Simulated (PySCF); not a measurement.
Species: C₂H₆BFN₂.
Numbering: `[CH3:1][NH2+:2][B@H-:3]([F:4])[C:5]#[N:6]` (hydrogens: H7, H8, H9 on C1; H10, H11 on N2; H12 on B3)

A GFN2-xTB structure was refined with PySCF, PBE0-D3(BJ)/def2-SVP geometry optimisation, gas phase. Its GFN2-xTB values:

```tsv
coordinate	GFN2-xTB
C1–N2	1.429 Å
C1–H7	1.102 Å
N2–B3	1.658 Å
N2–H10	1.016 Å
N2–H11	1.029 Å
B3–F4	1.408 Å
B3–C5	1.568 Å
B3–H12	1.171 Å
C5≡N6	1.158 Å
C1–N2–B3	115.1°
N2–B3–F4	103.1°
N2–B3–C5	105.3°
B3–C5–N6	176.2°
F4–B3–C5	111.5°
C1–N2–B3–F4	179°
```

Problem. How do these coordinates change at the PBE0-D3(BJ)/def2-SVP level?

Solution. 
```json
{"coordinate": "B3–H12", "PBE0-D3(BJ)/def2-SVP (Å or °)": "1.224", "change": "+0.053"}
{"coordinate": "C1–N2", "PBE0-D3(BJ)/def2-SVP (Å or °)": "1.469", "change": "+0.040"}
{"coordinate": "B3–C5", "PBE0-D3(BJ)/def2-SVP (Å or °)": "1.596", "change": "+0.028"}
{"coordinate": "B3–F4", "PBE0-D3(BJ)/def2-SVP (Å or °)": "1.385", "change": "-0.023"}
{"coordinate": "N2–B3", "PBE0-D3(BJ)/def2-SVP (Å or °)": "1.637", "change": "-0.021"}
{"coordinate": "N2–H10", "PBE0-D3(BJ)/def2-SVP (Å or °)": "1.023", "change": "+0.007"}
{"coordinate": "N2–H11", "PBE0-D3(BJ)/def2-SVP (Å or °)": "1.024", "change": "-0.005"}
{"coordinate": "C1–H7", "PBE0-D3(BJ)/def2-SVP (Å or °)": "1.098", "change": "-0.004"}
{"coordinate": "C5≡N6", "PBE0-D3(BJ)/def2-SVP (Å or °)": "1.160", "change": "+0.002"}
{"coordinate": "F4–B3–C5", "PBE0-D3(BJ)/def2-SVP (Å or °)": "113.9", "change": "+2.4"}
{"coordinate": "N2–B3–C5", "PBE0-D3(BJ)/def2-SVP (Å or °)": "104.0", "change": "-1.3"}
{"coordinate": "B3–C5–N6", "PBE0-D3(BJ)/def2-SVP (Å or °)": "174.9", "change": "-1.3"}
{"coordinate": "N2–B3–F4", "PBE0-D3(BJ)/def2-SVP (Å or °)": "104.3", "change": "+1.2"}
{"coordinate": "C1–N2–B3", "PBE0-D3(BJ)/def2-SVP (Å or °)": "115.8", "change": "+0.7"}
{"coordinate": "C1–N2–B3–F4", "PBE0-D3(BJ)/def2-SVP (Å or °)": "-177", "change": "+4"}
```

The energy falls by 0.105 eV over 14 energy and gradient evaluations, the largest force component goes from 0.0332 to 3.0e-04 Eh/bohr, and the atoms move by 0.044 Å rms after alignment. The bond that changes most is B3–H12 (four-coordinate boron to B–H hydrogen), which lengthens by 0.053 Å. Bonds longer at the end by more than 0.005 Å: 5 of 11; shorter: 4. Rotational constants go from 3862, 3133, 1867 to 3747, 3177, 1856 MHz.

The run used 114 basis functions and 96 SCF cycles in all. Hardware: an Arm Neoverse V1 with one thread (shared host). Cost: 64 s, 0.48 GiB resident at most.

No PBE0-D3(BJ)/def2-SVP frequencies stand behind this structure, so it isn't proved a minimum. The numbers are those of one conformer.

The values belong to the conformer `[CH3:1][NH2+:2][B@H-:3]([F:4])[C:5]#[N:6]`: C1–N2–B3–F4 -177°.
